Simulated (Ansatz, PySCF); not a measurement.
Complex: HCl (SMILES Cl) (first 2 atoms) with HBr (SMILES Br); geometry from B3LYP-D3(BJ)/def2-TZVP, rigid monomers moved along the line of their centres of mass till Cl1···H4 is 2.28 Å.
(charge 0, multiplicity 1):
```xyz
4

Cl     0.535    -0.466    -0.226
H      0.800     0.786    -0.124
Br     0.201    -0.317     3.437
H      0.279    -0.600     2.037
```

Quantity: the interaction energy.

Interaction energies are E(AB) − E(A) − E(B) at the monomers' geometry in the complex; basis-set methods are counterpoise corrected.

Frozen-core correlation. Filled d and f shells under p-block atoms count as core. CBS: X⁻³ extrapolation of the correlation energy, Hartree–Fock from the larger set.

Programs: Ansatz (Gaussian orbitals); PySCF for the dispersion terms. 

Costs are ratios of core time to PBE/def2-TZVPPD (roughly 4 s), for whole runs (searches for the state included, and forces where a run took them) on one shared machine, so rough; each difference counts from -4.3 kJ/mol (CCSD(T)/CBS(def2-TZVPPD, def2-QZVPPD), a level with limits of its own).

A star marks coupled-cluster runs past 200 virtual orbitals, where the program's memory plan changes under this machine's limit, so their costs aren't comparable with smaller runs.

```csv
level,basis functions,cost
PBE/def2-TZVPPD,142,×1
PBE0/def2-TZVPPD,142,×1
PBE0-D3(BJ)/def2-TZVPPD,142,×1
B3LYP/def2-TZVPPD,142,×1
B3LYP-D3(BJ)/def2-TZVPPD,142,×1
r2SCAN/def2-TZVPPD,142,×2
r2SCAN-D3(BJ)/def2-TZVPPD,142,×2
CCSD(T)/def2-SVPD,84,×2
wB97X-V/def2-TZVPPD,142,×3
wB97M-V/def2-TZVPPD,142,×3
CCSD(T)/def2-TZVPPD,142,×7
CCSD(T)/def2-QZVPPD,243,×40*
```

### Question
Which is the cheapest listed level whose difference stays within 1.0 kJ/mol?

### Answer
PBE0/def2-TZVPPD (0.1 kJ/mol, cost ×1).

### Question
What does the step from CCSD(T)/def2-SVPD to CCSD(T)/def2-TZVPPD cost and buy?

### Answer
84 to 142 functions, cost ×4 (rough); the difference goes from 5.5 to 3.1 kJ/mol.

Each difference (kJ/mol): PBE/def2-TZVPPD -1.2; PBE0/def2-TZVPPD 0.1; PBE0-D3(BJ)/def2-TZVPPD -3.1; B3LYP/def2-TZVPPD 3.9; B3LYP-D3(BJ)/def2-TZVPPD -2.1; r2SCAN/def2-TZVPPD -1.2; r2SCAN-D3(BJ)/def2-TZVPPD -2.3; CCSD(T)/def2-SVPD 5.5; wB97X-V/def2-TZVPPD 0.4; wB97M-V/def2-TZVPPD 0.5; CCSD(T)/def2-TZVPPD 3.1; CCSD(T)/def2-QZVPPD 1.3.

Ansatz is a program for electronic structure.
